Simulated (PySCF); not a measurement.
Compound: C5H6NS (doublet state).
Cartesian coordinates in Å at the GFN2-xTB level; atoms count from 1:
```xyz
13
C5H6NS angstrom
N      2.3584    1.7121    0.5327
C      1.8750    0.6805    0.4284
C      1.1835   -0.5780    0.2655
C      0.3478   -0.5395   -0.9446
C     -1.0335   -0.0515   -0.7424
C     -1.1851    0.3398    0.7270
S     -0.0273   -0.7103    1.6684
H      1.8944   -1.4066    0.3136
H      0.6836   -0.9455   -1.8798
H     -1.2687    0.7991   -1.3935
H     -1.7453   -0.8472   -1.0036
H     -0.9018    1.3797    0.8946
H     -2.1854    0.1678    1.1159
```

The hyperfine couplings belong to this conformer and change with its torsions.

The species is `N#C[C@@H]1[CH]CCS1` [radical].

The calculation used PySCF, UKS B3LYP, pcH-1 on C H N S, non-relativistic, mean-field spin-orbit, GIAO. Geometry: GFN2-xTB, one conformer, isolated molecule. The geometry wasn't refined by DFT: couplings that depend on bond lengths, twists or pyramidal angles can differ widely from those at the functional's own minimum. No stability test was run, so a lower SCF solution isn't excluded.

Task: What is the g tensor, term by term?

Result: 
```csv
Δg (ppm),1,2,3
relativistic mass correction,-154,-154,-154
gauge correction,21,24,19
orbital Zeeman/spin–orbit,-1139,827,1378
total,-1272,698,1244
```

So g = 2.00105, 2.00302, 2.00356 and g_iso = 2.00254; the tensor is rhombic: the two nearest values differ by 22 % of g3 − g1. Axes: g2 points within 10° of the C4–H9 bond.

Task: What are the electron Larmor frequencies g μB B/h along the three axes at 1200 mT?

Result: 33.6086, 33.6417, 33.6508 GHz for g1, g2 and g3, a range of 42.3 MHz.

Task: At 9.746 GHz, how far is the centre of the isotropic spectrum from where a free electron (g = 2.002319) resonates?

Result: B = hν/(g μB) with μB/h = 13.99624 MHz/mT gives 347.76 mT for the free electron and 347.72 mT at g_iso, 0.04 mT lower.

Task: In a frozen sample, at which fields do the three g values resonate at 9.5, 34, 94 and 263 GHz (hyperfine left aside), and which band first spreads them over more than twice a line width of 0.3 mT?

Result: 
```
band    GHz  B(g3) mT  B(g2) mT  B(g1) mT  spread mT
   X    9.5    338.77    338.87    339.20       0.43
   Q   34.0   1212.45   1212.78   1213.98       1.52
   W   94.0   3352.07   3352.99   3356.29       4.21
   J  263.0   9378.67   9381.22   9390.46      11.79
```

The spread grows in proportion to the frequency. Q band is the first where it exceeds 0.6 mT.

The Mulliken spin populations are largest on C4 (+1.01), C5 (-0.08) and C3 (-0.07). C4 is the only atom above +0.15. The positive populations add up to 1.20 and the negative ones to -0.20, together 2S = 1. The angles at C4 add up to 359.6°, so it is planar; its axial dipolar tensor and the negative coupling of its proton fit spin in a p orbital normal to that plane.

The HOMO–LUMO gaps are 5.67 eV among the α and 4.33 eV among the β orbitals.
